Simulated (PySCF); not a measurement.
NbO, SMILES [Nb]=[O] (connectivity only; charge and spin as stated), neutral, multiplicity 4.

Geometry optimised at PBE-D3(BJ)/def2-TZVPD. The spin state was assumed, not searched. The def2 effective core potentials stand for the cores of Nb; spin–orbit coupling is left out.

These are PySCF 2.14.0 with PBE-D3(BJ)/def2-TZVPD values and carry that method's errors.

Frequencies are harmonic and unscaled.

Computed vibrational spectrum:
```csv
mode,ν (cm⁻¹),IR (km/mol),moving atoms (share of kinetic energy)
1,996,131.4,"O 85 %, Nb 15 %"
```
